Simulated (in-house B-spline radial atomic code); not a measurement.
# OEP/ALDAx excitations of Ar

Method: OEP/ALDAx. Computed with an all-electron radial atomic-structure program (B-spline basis): linear response of the closed shell [Ne] 3s2 3p6 with the adiabatic LDA exchange kernel on the exchange-only optimised effective potential; non-relativistic, point nucleus, no spin-orbit coupling, no double excitations, S, P, D and F terms only. Only terms of natural parity with L up to 3 were computed.

Command:
```bash
python run_td.py task.json out
```
Settings (radii: box in bohr, nucleus in fm):
```
Z                        18
electrons                18
configuration            [Ne] 3s2 3p6
hamiltonian              nr
method                   oep
box_radius               75
intervals                81
```

Run time, properties included: 1.4 s on 1 thread of Arm Neoverse N1, on a shared host.

The lowest states, in the order of their Tamm-Dancoff energies; the method's threshold (minus the highest occupied level) is 16.075 eV. Labels give the largest channel, * marks a mixed state, and oscillator strengths are full-response dipole values. Semilocal kernels can invert the small singlet-triplet splittings of Rydberg terms. Energies in eV:

| state | full response | Tamm-Dancoff | oscillator strength |
| --- | --- | --- | --- |
| 3p → 4s 3P | 11.446 | 11.459 | - |
| 3p → 4s 1P | 11.761 | 11.768 | 0.299 |
| 3p → 4p 3S | 12.906 | 12.927 | - |
| 3p → 4p 3D | 13.153 | 13.159 | - |
| 3p → 4p 1D | 13.273 | 13.276 | - |
| 3p → 4p 1S | 13.649 | 13.694 | - |
| 3p → 3d 3P | 13.763 | 13.794 | - |
| 3p → 3d 3F | 13.950 | 13.968 | - |
| 3p → 3d 1F | 14.198 | 14.201 | - |
| 3p → 5s 3P | 14.310 | 14.312 | - |
| 3p → 5s 1P | 14.362 | 14.365 | 0.00152 |
| 3p → 3d 1P | 14.405 | 14.420 | 0.293 |
| 3p → 5p 3S | ? | ? | - |
| 3p → 5p 3D | 14.771 | 14.772 | - |
| 3p → 5p 1D | 14.805 | 14.806 | - |
| 3p → 4d 3P | ? | ? | - |
| 3p → 5p 1S | 14.928 | 14.944 | - |
| 3p → 4d 3F | 14.971 | 14.977 | - |
| 3p → 4d 1F | 15.079 | 15.080 | - |
| 3p → 6s 3P | 15.142 | 15.143 | - |
| 3p → 6s 1P | 15.161 | 15.162 | 0.00119 |
| 3p → 4d 1P | 15.183 | 15.190 | 0.12 |

Q: Where does 3p → 5p 3S lie?

A: At 14.714 eV in full response, 14.719 eV in Tamm-Dancoff.

Q: Where does 3p → 4d 3P lie?

A: At 14.915 eV in full response, 14.924 eV in Tamm-Dancoff.

Q: How large is the singlet-triplet splitting of 3p → 4s (P terms) in Tamm-Dancoff?

A: 0.31 eV, from the unrounded values.

Q: What polarisabilities and dispersion coefficient does the method give?

A: Dipole 10.99 bohr³, quadrupole 52.39 bohr⁵, C6 63.58 hartree·bohr⁶ for two such species. Recommended dipole value: 11.083 ± 0.007 bohr³ (Schwerdtfeger and Nagle, table of static dipole polarizabilities (2023 update)), which includes relativity and correlation.
